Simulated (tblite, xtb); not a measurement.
C2H5S (SMILES CC[S]), doublet, at a GFN2-xTB geometry. Base run: GFN1-xTB (xtb).

The xtb input:
```
$ xtb mol.xyz --gfn 1 --uhf 1 --json

# file mol.xyz
8

C      1.59120474    -0.30906457    -0.07423518
C      0.14127741    -0.74696820    -0.19413812
S     -1.00497093     0.59920090     0.15218980
H      1.79862002     0.04821331     0.93193225
H      2.24903285    -1.14856825    -0.29044018
H      1.80540898     0.49349823    -0.77641106
H     -0.08762157    -1.54584703     0.51354516
H     -0.08079833    -1.09831398    -1.20342314
```

Programs used: tblite, xtb; a row that names a program was run with it.

Variants of this job, named by their change:

```csv
change,ΔE vs base (kJ/mol),dipole (D),G_solv (kcal/mol),SCF cycles
base,0.00,1.70,-,9
program = tblite; method = gfn1,0.00,-,-,-
"program = tblite; method = gfn1; option = (--alpb, water)",-2.46,-,-,-
file = coord,0.00,1.70,-,9
program = tblite; method = gfn1; option = --grad,0.00,-,-,-
alpb = hexane,-11.38,1.78,-2.74,8
alpb = ether,-12.39,1.84,-3.03,9
alpb = benzene,-14.09,1.81,-3.40,8
etemp = 3000,-30.5,1.71,-,9
alpb = dmf,-15.06,1.86,-3.66,8
```

ALPB and GBSA are two models with their own fitted parameters for each solvent, which aren't always the measured dielectric constant.
